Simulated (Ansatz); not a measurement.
Species: Cl3In, SMILES `[Cl][In]([Cl])[Cl]` (charge 0, multiplicity 1), formula Cl₃In.

Problem. How many basis functions does frozen-core CCSD(T)/def2-TZVPP // B3LYP-D3(BJ)/def2-TZVP in Ansatz (a program for electronic structure) use, how many core orbitals are frozen, and how many electrons are correlated?

Solution. 176 basis functions and 19 frozen orbitals, which leaves 34 correlated electrons (filled d shells below the valence shell are correlated). Core time is of the order of seconds.
